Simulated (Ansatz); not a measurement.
Consider the ligand exchange at the Al–O bond: `C[O][Al]([CH3])[NH2]` + HBr → `[CH3][Al]([NH2])[Br]` + CH₃OH.

Gas-phase electronic energies from Ansatz, PBE0-D4/def2-TZVP geometries. CBS: MP2 limit from def2 TZ/QZ plus the TZ coupled-cluster correction, frozen cores. This one scheme is used for every species. Functionals use def2-TZVPP. For Br outer-core shells are correlated without core-valence functions, which leaves a few kJ/mol of doubt a bond. Scalar relativity is left out up to krypton. Each species was taken in one conformer, which may not be the lowest.

`C[O][Al]([CH3])[NH2]`:

```xyz
13

C     1.470   -0.713   -1.588
O     0.725    0.352   -1.088
Al   -0.344    0.539    0.211
C    -0.778   -0.932    1.408
N    -1.032    2.153    0.398
H     2.539   -0.470   -1.578
H     1.334   -1.638   -1.010
H     1.188   -0.924   -2.626
H     0.117   -1.320    1.905
H    -1.483   -0.633    2.188
H    -1.225   -1.770    0.864
H    -1.681    2.422    1.119
H    -0.829    2.935   -0.203
```

HBr:

Z-matrix (Å, degrees):
```
Br
H 1 1.420
```

`[CH3][Al]([NH2])[Br]`:

Cartesian coordinates in Å:
```
C 0.817 -0.948 0.857
Al 0.154 0.547 -0.181
N -1.416 0.570 -0.976
Br 1.409 2.418 -0.442
H 1.065 -0.635 1.875
H 0.088 -1.759 0.919
H 1.734 -1.349 0.417
H -2.084 -0.183 -0.952
H -1.769 1.341 -1.519
```

CH₃OH:

Cartesian coordinates in Å:
```
C -0.153 -0.084 -0.311
O 0.623 0.672 0.590
H -0.121 0.432 -1.271
H -1.202 -0.159 0.002
H 0.243 -1.097 -0.455
H 0.609 0.237 1.445
```

| level | ΔE (kcal/mol) | difference from CCSD(T)/CBS |
| --- | --- | --- |
| LDA (SPW92) | -8.5 | 1.5 |
| revPBE-D4 | -9.7 | 0.3 |
| PBE0 | -11.2 | -1.2 |
| r2SCANh | -10.1 | -0.1 |
| BHLYP | -9.3 | 0.7 |
| CAM-B3LYP | -7.8 | 2.2 |
| LC-ωPBE | -9.9 | 0.1 |
| MP2/def2-SVP | -8.5 | 1.5 |
| MP2/def2-TZVPP | -9.8 | 0.2 |
| CCSD(T)/def2-TZVPP | -9.0 | 1.0 |
| CCSD(T)/CBS | -10.0 | 0 |

Largest T1 diagnostic among the species: 0.011.

From BLYP to BHLYP (50 % exact exchange), in def2-TZVPP and without D4, ΔE moves by −1.6 kcal/mol. In def2-TZVPP, CCSD(T) changes the Hartree–Fock value by +2.1 kcal/mol (the triples alone add +0.1 kcal/mol) and MP2 by +1.3 kcal/mol. At CCSD(T), def2-SVP lies +2.3 kcal/mol from the extrapolated value and def2-TZVPP +1.0 kcal/mol.

CCSD(T)/CBS has its own doubt, a few kJ/mol and more with outer-core shells, so smaller differences from it don't rank the levels.
